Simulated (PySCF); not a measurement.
Cd(Et) (C2H5Cd), SMILES C[CH2][Cd+], charge +1. Geometry optimised at PBE-D3(BJ)/def2-TZVP. The multiplicity is an assumed one; other spin states were not compared. The isomer is the one that the SMILES or the coordinates give; other isomers of the formula were not compared. The def2 effective core potentials stand for the cores of Cd; spin–orbit coupling is left out.

The numbers are results of PBE-D3(BJ)/def2-TZVP run with PySCF, not measurements.

Harmonic wavenumbers (cm⁻¹): 189, 247, 344, 680, 869, 875, 1032, 1100, 1192, 1327, 1377, 1414, 1442, 2891, 3027, 3034, 3086, 3116. Rotational constants (GHz): 29.72, 2.838, 2.682; symmetry number 1.

**Question.** Work out the zero-point energy and the ideal-gas rigid-rotor harmonic-oscillator thermochemistry at 298.15 K and 1 atm.

**Answer.** ZPE = ½ Σ hcν = ½ × 27244 cm⁻¹ = 38.95 kcal/mol. H − E(el) = 42.44 kcal/mol. Entropy in cal/(mol K): translation 40.75, rotation 24.77, vibration 6.09, total 71.60. G − E(el) = 21.09 kcal/mol. Cp = 16.38 cal/(mol K).
